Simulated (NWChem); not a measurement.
System: CH₃FSTi; SMILES [CH3][Ti]([F])=[S]

Here is an NWChem input.

```
start job
memory heap 200 mb stack 900 mb global 1100 mb
geometry units angstroms noautoz
  Ti    -0.091260     0.279522     0.302924
  S     -0.147217    -1.727463    -0.106313
  F     -1.472497     1.198633    -0.266981
  C      1.682267     1.013392    -0.429558
  H      1.751778     2.092464    -0.196310
  H      1.700030     0.887834    -1.525465
  H      2.551056     0.475666    -0.014794
end
basis spherical
  * library def2-svp
end
dft
  xc scan
  iterations 150
  mulliken
end
task dft energy
```

NWChem printed, in part:

```
             Northwest Computational Chemistry Package (NWChem) 7.3.0
             --------------------------------------------------------

 C1  symmetry detected

                             Geometry "geometry" -> ""
                             -------------------------

 Output coordinates in angstroms (scale by  1.889725989 to convert to a.u.)

  No.       Tag          Charge          X              Y              Z
 ---- ---------------- ---------- -------------- -------------- --------------
    1 Ti                  22.0000    -0.08680607     0.29168486     0.33677272
    2 S                   16.0000    -0.10980270    -1.70435139    -0.12572629
    3 F                    9.0000    -1.43045151     1.22310799    -0.29918348
    4 C                    6.0000     1.72872421     1.04625533    -0.25901774
    5 H                    1.0000     1.77956215     2.11915806     0.00542135
    6 H                    1.0000     1.81867663     0.94854856    -1.35421381
    7 H                    1.0000     2.57005637     0.49934462     0.19817109

 Effective nuclear repulsion energy (a.u.)     266.2278770546

                                 NWChem DFT Module
                                 -----------------

 Summary of "ao basis" -> "ao basis" (spherical)
 ------------------------------------------------------------------------------
       Tag                 Description            Shells   Functions and Types
 ---------------- ------------------------------  ------  ---------------------
 Ti                         def2-svp                11       31   5s3p2d1f
 S                          def2-svp                 8       18   4s3p1d
 F                          def2-svp                 6       14   3s2p1d
 C                          def2-svp                 6       14   3s2p1d
 H                          def2-svp                 3        5   2s1p

            General Information
            -------------------
          SCF calculation type: DFT
          Wavefunction type:  closed shell.
          No. of atoms     :     7
          No. of electrons :    56
           Alpha electrons :    28
            Beta electrons :    28
          Charge           :     0
          Spin multiplicity:     1
          Use of symmetry is: off; symmetry adaption is: off
          Maximum number of iterations: 150
          AO basis - number of functions:    92
                     number of shells:    40
          Convergence on energy requested:  1.00D-06
          Convergence on density requested:  1.00D-05
          Convergence on gradient requested:  5.00D-04

              XC Information
              --------------
                         SCAN Method XC Functional
                  SCAN metaGGA Exchange Functional  1.000
                        SCAN Correlation Potential  1.000

             Grid Information
             ----------------
          Grid used for XC integration:  medium
          Radial quadrature: Mura-Knowles
          Angular quadrature: Lebedev.
          Tag              B.-S. Rad. Rad. Pts. Rad. Cut. Ang. Pts.
          ---              ---------- --------- --------- ---------
          Ti                  1.40      112          10.0       590
          S                   1.00       88          11.0       590
          F                   0.50       49          11.0       434
          C                   0.70       49          10.0       434
          H                   0.35       45          11.0       434
          Grid pruning is: on
          Number of quadrature shells:   433
          Spatial weights used:  Erf1

      Superposition of Atomic Density Guess
      -------------------------------------

 Sum of atomic energies:       -1384.02102396

      Non-variational initial energy
      ------------------------------

 Total energy =   -1384.560241
 1-e energy   =   -2432.476463
 2-e energy   =     781.688345
 HOMO         =      -0.319510
 LUMO         =      -0.060579

     ---------------------------------------------
      Total Density - Mulliken Population Analysis
     ---------------------------------------------

    Atom       Charge   Shell Charges
 -----------   ------   -------------------------------------------------------
    1 Ti  22    19.55   2.00  2.00  2.00  0.38  0.01  6.00  6.00  0.31  0.36  0.46  0.03
    2 S   16    17.23   2.00  1.99  1.25  0.67  5.95  2.09  3.26  0.02
    3 F    9     9.75   1.99  1.16  0.80  3.61  2.18  0.00
    4 C    6     6.89   1.99  0.98  0.31  2.25  1.35  0.01
    5 H    1     0.86   0.65  0.19  0.03
    6 H    1     0.86   0.65  0.19  0.03
    7 H    1     0.86   0.64  0.19  0.03

   convergence    iter        energy       DeltaE   RMS-Dens  Diis-err
 ---------------- ----- ----------------- --------- --------- ---------
 d= 0,ls=0.0,diis     1  -1386.6726953989 -1.65D+03  5.91D-02  2.47D+00
 d= 0,ls=0.0,diis     2  -1367.1854055851  1.95D+01  3.53D-02  1.14D+02
 d= 0,ls=0.0,diis     3  -1379.5953450704 -1.24D+01  2.54D-02  6.21D+01
 d= 0,ls=0.5,diis     4  -1380.8232267609 -1.23D+00  2.42D-03  6.94D+01
 d= 0,ls=0.5,diis     5  -1380.8052865617  1.79D-02  2.46D-03  6.72D+01
 d= 0,ls=0.5,diis     6  -1380.6727766557  1.33D-01  1.84D-03  6.60D+01
 d= 0,ls=0.5,diis     7  -1380.5267664429  1.46D-01  1.53D-03  6.56D+01
 d= 0,ls=0.5,diis     8  -1380.3514054073  1.75D-01  1.34D-03  6.58D+01
 d= 0,ls=0.5,diis     9  -1380.2888443884  6.26D-02  1.15D-03  6.56D+01
 d= 0,ls=0.5,diis    10  -1380.3491561098 -6.03D-02  1.61D-03  6.42D+01
 d= 0,ls=0.5,diis    11  -1380.5557939928 -2.07D-01  4.43D-02  6.14D+01
 d= 0,ls=0.5,diis    12  -1385.9414404437 -5.39D+00  1.81D-02  9.30D+00
 d= 0,ls=0.5,diis    13  -1387.0611379581 -1.12D+00  6.71D-03  9.82D-01
 d= 0,ls=0.5,diis    14  -1387.2117816296 -1.51D-01  2.71D-03  9.01D-02
  Resetting Diis
 d= 0,ls=0.5,diis    15  -1387.2288373950 -1.71D-02  1.28D-03  1.56D-02
 d= 0,ls=0.5,diis    16  -1387.2327640514 -3.93D-03  1.02D-03  4.90D-03
 d= 0,ls=0.5,diis    17  -1387.2338841219 -1.12D-03  5.12D-04  6.38D-03
 d= 0,ls=0.5,diis    18  -1387.2348850089 -1.00D-03  3.91D-04  2.54D-03
 d= 0,ls=0.5,diis    19  -1387.2354693352 -5.84D-04  2.72D-04  8.83D-04
 d= 0,ls=0.5,diis    20  -1387.2357614878 -2.92D-04  2.05D-04  2.36D-04
 d= 0,ls=0.5,diis    21  -1387.2359145332 -1.53D-04  1.64D-04  1.37D-04
 d= 0,ls=0.5,diis    22  -1387.2360089739 -9.44D-05  1.30D-04  9.30D-05
 d= 0,ls=0.5,diis    23  -1387.2360699596 -6.10D-05  1.05D-04  6.80D-05
 d= 0,ls=0.5,diis    24  -1387.2361104041 -4.04D-05  8.57D-05  4.92D-05
 d= 0,ls=0.5,diis    25  -1387.2361376077 -2.72D-05  6.97D-05  3.32D-05
 d= 0,ls=0.5,diis    26  -1387.2361556656 -1.81D-05  5.70D-05  2.33D-05
 d= 0,ls=0.5,diis    27  -1387.2361679672 -1.23D-05  4.69D-05  1.62D-05
 d= 0,ls=0.5,diis    28  -1387.2361765306 -8.56D-06  3.85D-05  9.81D-06
 d= 0,ls=0.5,diis    29  -1387.2361821649 -5.63D-06  3.20D-05  6.75D-06
 d= 0,ls=0.5,diis    30  -1387.2361859760 -3.81D-06  2.64D-05  4.93D-06
 d= 0,ls=0.5,diis    31  -1387.2361885149 -2.54D-06  2.19D-05  4.27D-06
 d= 0,ls=0.5,diis    32  -1387.2361903630 -1.85D-06  1.82D-05  3.14D-06
 d= 0,ls=0.5,diis    33  -1387.2361916480 -1.29D-06  1.52D-05  2.31D-06
 d= 0,ls=0.5,diis    34  -1387.2361925710 -9.23D-07  1.26D-05  1.55D-06
 d= 0,ls=0.5,diis    35  -1387.2361932111 -6.40D-07  1.05D-05  1.04D-06
 d= 0,ls=0.5,diis    36  -1387.2361936493 -4.38D-07  8.81D-06  7.56D-07

         Total DFT energy =    -1387.236193955510
      One electron energy =    -2437.380622931445
           Coulomb energy =      868.789290195918
    Exchange-Corr. energy =      -84.872738274632
 Nuclear repulsion energy =      266.227877054650

 Numeric. integr. density =       56.000002961877

                       DFT Final Molecular Orbital Analysis
                       ------------------------------------

 Vector   26  Occ=2.000000D+00  E=-2.575334D-01
              MO Center=  7.5D-02, -8.9D-01, -2.0D-02, r^2= 2.8D+00
   Bfn.  Coefficient  Atom+Function         Bfn.  Coefficient  Atom+Function
  ----- ------------  ---------------      ----- ------------  ---------------
    43      0.432197  2 S  py                40      0.360461  2 S  py
    19     -0.306896  1 Ti d  2              16      0.246756  1 Ti d -1
    37      0.207871  2 S  py                67      0.164188  4 C  px
    35     -0.159958  2 S  s                 10      0.147099  1 Ti py
    24     -0.130386  1 Ti d  2              21      0.113814  1 Ti d -1

 Vector   27  Occ=2.000000D+00  E=-2.440008D-01
              MO Center=  1.6D-02, -1.0D+00, -4.0D-02, r^2= 2.5D+00
   Bfn.  Coefficient  Atom+Function         Bfn.  Coefficient  Atom+Function
  ----- ------------  ---------------      ----- ------------  ---------------
    44      0.501935  2 S  pz                41      0.368264  2 S  pz
    16     -0.226310  1 Ti d -1              38      0.213372  2 S  pz
    19     -0.157606  1 Ti d  2              21     -0.123814  1 Ti d -1
    67      0.123968  4 C  px                13     -0.103452  1 Ti py
    14      0.102237  1 Ti pz                10      0.094520  1 Ti py

 Vector   28  Occ=2.000000D+00  E=-2.311560D-01
              MO Center= -6.1D-02, -1.2D+00, -6.6D-02, r^2= 2.2D+00
   Bfn.  Coefficient  Atom+Function         Bfn.  Coefficient  Atom+Function
  ----- ------------  ---------------      ----- ------------  ---------------
    42      0.544217  2 S  px                39      0.392085  2 S  px
    36      0.226417  2 S  px                15     -0.202644  1 Ti d -2
     9     -0.127525  1 Ti px                12      0.123169  1 Ti px
    20     -0.114809  1 Ti d -2              18      0.112586  1 Ti d  1
    67     -0.086304  4 C  px                53      0.084103  3 F  px

[...]
```

Level: SCAN/def2-SVP. Geometry: optimised at PBE0/def2-SVP.
